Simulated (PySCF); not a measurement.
Te(I)(SMe) (CH3ISTe), SMILES CS[Te]I.

Geometry: B3LYP-D3(BJ)/def2-SVP. The structure was generated by enumeration, and PubChem lists no compound with its InChIKey, so it may never have been made. The def2 effective core potentials stand for the cores of I, Te; spin–orbit coupling is left out. Other conformers were not sampled.

Computed with TDA-PBE/def2-SVPD run with PySCF 2.14.0.

Vertical excitations. 

Computed lowest excited states:
```
state  energy (eV)  λ (nm)      f                          main pairs
-----  -----------  ------  -----  ----------------------------------
S1            2.02     614  0.002                     HOMO→LUMO 100 %
S2            2.86     434  0.000                    HOMO→LUMO+1 97 %
S3            3.07     404  0.021  HOMO−1→LUMO 66 %, HOMO−2→LUMO 27 %
S4            3.25     381  0.027  HOMO−2→LUMO 67 %, HOMO−1→LUMO 18 %
S5            3.51     353  0.006                    HOMO−3→LUMO 90 %
S6            3.75     331  0.014                  HOMO−1→LUMO+1 93 %
S7            4.22     294  0.064                  HOMO−2→LUMO+1 74 %
S8            4.29     289  0.002                  HOMO−3→LUMO+1 95 %
S9            4.74     262  0.007                    HOMO−4→LUMO 87 %
S10           4.97     249  0.038                    HOMO→LUMO+2 89 %
T1            1.46     850      0                     HOMO→LUMO 100 %
T2            2.39     519      0  HOMO−1→LUMO 60 %, HOMO→LUMO+1 40 %
T3            2.39     518      0  HOMO→LUMO+1 59 %, HOMO−1→LUMO 40 %
T4            2.70     459      0                   HOMO−2→LUMO 100 %
```
Triplets are in the Tamm–Dancoff approximation.
